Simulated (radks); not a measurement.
Excited configurations of Dy IV: one electron is placed in a higher orbital outside [Xe] 4f8. The ground configuration is [Xe] 4f9. Calculated with a radial shooting solver on a logarithmic mesh with Libxc functionals: scalar-relativistic Kohn-Sham, PBEsol, spin-polarised, spherical densities, finite nucleus; open shells are filled with parallel spins first (spin-orbit coupling, left out, can overturn this in heavy ions); Fermi nuclear charge, rms radius 5.2218 fm. Excitation = E - E(ground); binding = E(ion) - E, where the ion is the core of charge +4; n* = 4/sqrt(2 binding) in atomic units, and the quantum defect is n - n*.

outer orbital	excitation (eV)	binding (eV)	n*	eigenvalue (eV)	<r> (bohr)
5d	9.340	32.731	2.579	-27.422	2.004
6s	12.586	29.486	2.717	-26.167	2.900
6p	18.649	23.422	3.049	-20.745	3.415
6d	26.017	16.054	3.682	-14.149	4.578
7d	32.058	10.013	4.663	-8.886	7.706

The Delta-SCF ionisation energy is 42.071 eV (NIST Atomic Spectra Database: 41.2 eV, semi-empirical). Self-interaction in the functional shifts the binding energies and quantum defects, so they are the method's values and not measured ones. Open shells are spherical and high-spin; term and fine-structure splittings are not resolved. Spin-orbit splitting is averaged out at the scalar-relativistic level.
